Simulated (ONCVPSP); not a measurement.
# How hard is this Tm (Z = 69) ONCV potential?

* Element: thulium
* Generator: ONCVPSP 4.0.1
* Type: optimised norm-conserving Vanderbilt (ONCV)
* Functional: BLYP
* Relativity: scalar-relativistic
* Frozen core: [Kr] 4d10
* Valence charge: 23
* Reference configuration: 4f13 5s2 5p6 6s2
* Partial waves: 5s+6s: rc 1.75 bohr, ncon 4, nbas 9, qcut 5.8 1/bohr, 2 projectors; 5p: rc 2.35 bohr, ncon 4, nbas 8, qcut 7.1 1/bohr, 3 projectors, debl 1.6 Ha; d scattering state at 0.13 Ha: rc 2.45 bohr, ncon 4, nbas 7, qcut 4.3 1/bohr, 2 projectors, debl 0.5 Ha; 4f: rc 0.90 bohr, ncon 3, nbas 8, qcut 19.8 1/bohr, 2 projectors, debl 2.6 Ha
* Local potential: polynomial inside 0.80 bohr (lpopt 5, dvloc0 6 Ha)
* Core correction: none

In the d channel the program set the typed energies aside and used 0.050, 0.550 Ha.

Task: For each optimised wave give the share of its norm inside rc, the residual kinetic energy above qcut (Ha) and the cutoffs (Ha) for errors of 10, 1, 0.1 and 0.01 mHa per electron.

Result:

```
         wave  norm inside rc  residual KE  10 mHa  1 mHa  0.1 mHa     0.01 mHa
           5s           0.890      1.3e-04    10.7   14.0     18.0         74.5
           6s           0.036      4.2e-05     6.7   12.3     15.7         25.9
           5p           0.933      4.7e-09     6.6    8.7     10.4         12.3
p projector 2           0.098      1.4e-08     5.4    7.4     12.5         18.0
p projector 3           0.150      2.4e-07     6.4   10.0     17.8         21.2
d projector 1           0.072      6.0e-05     4.0    6.6      8.9         21.9
d projector 2           0.248      6.1e-04     6.6    8.8     12.8         24.9
           4f           0.693      1.1e-04   137.5  157.4    240.7  not reached
f projector 2           0.040      4.6e-07   119.8  144.6    164.7        179.6
```

The occupied waves need 157 Ha and 241 Ha for 1 and 0.1 mHa. Note: ghosts flagged at negative energy: s at -206.8 eV, d at -15.6 eV; GHOST(+) flagged for p at 151.5 eV. A true bound ghost makes a file unfit for plane-wave use. Tests left out (the all-electron energies of this program are off by 10 to 40 meV for near-neutral 4f atoms).
